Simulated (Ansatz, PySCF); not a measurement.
Molecule: sum formula HBO, net charge 0, singlet state. 
Coordinates optimised at B3LYP-D3(BJ)/def2-TZVP (Ansatz, a program for electronic structure):
```xyz
3

H      0.0000     0.0000    -1.7698
B      0.0000     0.0000    -0.6017
O      0.0000     0.0000     0.5973
```
Charge 0, spin multiplicity 1.

Dipole moments at this geometry, in debye (magnitudes).

```csv
level,program,dipole (D)
revPBE/def2-TZVPD,Ansatz,2.57
TPSS/def2-TZVPD,PySCF,2.63
M06-L/def2-TZVPD,PySCF,2.53
B97M-V/def2-TZVPD,Ansatz,2.70
B3LYP/def2-TZVPD,Ansatz,2.78
BHLYP/def2-TZVPD,Ansatz,3.02
HSE06/def2-TZVPD,Ansatz,2.79
CAM-B3LYP/def2-TZVPD,Ansatz,2.86
CCSD(T)/aug-cc-pVDZ,Ansatz,2.66
```
